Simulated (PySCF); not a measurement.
# Reading the logs of faulty runs: BCH6OSi

Calculated results; nothing here was measured. They come from PySCF 2.14.0, an open-source quantum chemistry program, on an isolated molecule that a program drew, which may never have been made. The molecule is BCH6OSi (charge 0, doublet), drawn as the SMILES string `B[SiH2]O[CH2]`.

Each row is a Hartree-Fock (HF) and frozen-core CCSD(T) single point in the cc-pV(D+d)Z basis, meant for a local HF minimum. Run 1 is clean. Each other run has one planted mistake out of seven kinds, and not every kind appears here: one electron removed, one electron added, multiplicity raised by two, geometry at a saddle point, minimal basis STO-3G, one bond length entered in bohr, all coordinates scaled. The reference is restricted for singlets and unrestricted otherwise, and also for a bond in bohr. Adding or removing an electron swaps singlet and doublet. Electrons count all cores. HOMO and LUMO are orbital energies over both spins, the gradient is its largest component, and the lowest frequency (negative if imaginary) is given only where the gradient is small. Bond lengths are over the 9 bonds as drawn. T1 is the CCSD diagnostic: over 0.02 (restricted) or 0.045 (unrestricted) a single reference is doubtful.

Geometry of the clean run:
```xyz
10
BCH6OSi, angstrom
B    -2.4376   -1.7581    0.2621
Si   -0.8834   -0.6164    0.9083
O     0.5596   -0.9169    0.1311
C     0.7957   -0.8690   -1.2033
H    -2.3856   -2.4844   -0.6914
H    -3.4805   -1.7047    0.8560
H    -0.6079   -0.8763    2.3371
H    -1.2543    0.8124    0.7406
H     0.0355   -1.2722   -1.8669
H     1.8386   -0.9703   -1.4735
```

```
run  electrons  basis functions  <S^2>  HOMO (eV)  LUMO (eV)  gradient (hartree/bohr)  lowest frequency (cm^-1)  mean bond (Å)  longest bond (Å)      T1  HF (hartree)  CCSD(T) (hartree)                     mistake
  1         39               95  0.760      -9.26       1.24                  8.6e-06                        80         1.3989             2.034  0.0151    -429.79531         -430.34269                    no fault
  2         39               95  0.758      -8.81       1.37                  7.2e-02                         -         1.2967             1.885  0.0135    -429.73697         -430.27430      all coordinates scaled
  3         40               95  0.000       1.03       5.23                  1.0e-01                         -         1.3989             2.034  0.0385    -429.69102         -430.27785          one electron added
  4         39               95  3.772      -7.87      -1.44                  4.5e-02                         -         1.3989             2.034  0.0206    -429.67882         -430.22090  multiplicity raised by two
  5         38               95  0.000     -15.86      -5.93                  1.6e-01                         -         1.3989             2.034  0.0260    -429.51627         -430.06790        one electron removed
  6         39               30  0.758      -6.65       6.06                  3.3e-02                         -         1.3989             2.034  0.0147    -424.64784         -424.84669                           ?
```

**Which mistake was planted in run 6, and what did it cost?**

It has 30 basis functions where the clean run has 95, with the same electrons and geometry. So the mistake is: minimal basis STO-3G. Subtracting run 1 and multiplying by 627.51 kcal/mol a hartree, the energy moved by 3230.1 kcal/mol in HF and 3448.8 kcal/mol in CCSD(T).

Cautions from the logs. Run 3: T1 is over the limit, so its CCSD(T) energy is less reliable and the HOMO is above zero, so the electron isn't bound and the energy depends on the basis; run 5: T1 is over the limit, so its CCSD(T) energy is less reliable.
